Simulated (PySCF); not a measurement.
A survey of 29Si NMR shifts

[PySCF: GFN2-xTB structure; PBE0/pcSseg-1 with gauge-including orbitals; no solvent model; relativity neglected; single conformer; fast rotation and ring inversion assumed for equivalent nuclei]

Shieldings were converted by a linear fit to measured shifts: 29Si: δ = 279.94 − 0.822σ (rms 8.9 ppm, 72 shifts, 25.8 ppm with the 6 outliers that the fit left out vs TMS, solution or neat liquid). Occasional misses reach two or three times the rms, and more in compound classes unlike the fitted ones.

Question: Give the 29Si shifts of `CC[C@]1([SiH3])C=CO[SiH2]1`, `N#CC[SiH2]C[SiH2]C1CC1`, `C=C[Si@@H](S)OCC`, `C=NC[C@@H]1C[SiH2]C=C1[SiH3]`, `[SiH3]Pc1ccc(Cl)cc1`, `O=S(=O)(Cl)CC[SiH3]`.

Answer: 
```json
{"compound": "[CH3:1][CH2:2][C@:3]1([SiH3:4])[CH:5]=[CH:6][O:7][SiH2:8]1", "environment": "Si8: silicon bonded to C, O, 2 H, in a 5-membered ring", "δ (ppm)": "-6.9"}
{"compound": "[CH3:1][CH2:2][C@:3]1([SiH3:4])[CH:5]=[CH:6][O:7][SiH2:8]1", "environment": "Si4: silicon bonded to C, 3 H", "δ (ppm)": "-54.9"}
{"compound": "[N:1]#[C:2][CH2:3][SiH2:4][CH2:5][SiH2:6][CH:7]1[CH2:8][CH2:9]1", "environment": "Si6: silicon bonded to 2 C, 2 H", "δ (ppm)": "-32.4"}
{"compound": "[N:1]#[C:2][CH2:3][SiH2:4][CH2:5][SiH2:6][CH:7]1[CH2:8][CH2:9]1", "environment": "Si4: silicon bonded to 2 C, 2 H", "δ (ppm)": "-39.7"}
{"compound": "C=C[Si@@H](S)OCC", "environment": "silicon bonded to C, O, S, H", "δ (ppm)": "-19.8"}
{"compound": "[CH2:1]=[N:2][CH2:3][C@@H:4]1[CH2:5][SiH2:6][CH:7]=[C:8]1[SiH3:9]", "environment": "Si6: silicon bonded to 2 C, 2 H, in a 5-membered ring", "δ (ppm)": "-33.6"}
{"compound": "[CH2:1]=[N:2][CH2:3][C@@H:4]1[CH2:5][SiH2:6][CH:7]=[C:8]1[SiH3:9]", "environment": "Si9: silicon bonded to C, 3 H", "δ (ppm)": "-76.5"}
{"compound": "[SiH3]Pc1ccc(Cl)cc1", "environment": "silicon bonded to P, 3 H", "δ (ppm)": "-66.6"}
{"compound": "O=S(=O)(Cl)CC[SiH3]", "environment": "silicon bonded to C, 3 H", "δ (ppm)": "-64.2"}
```
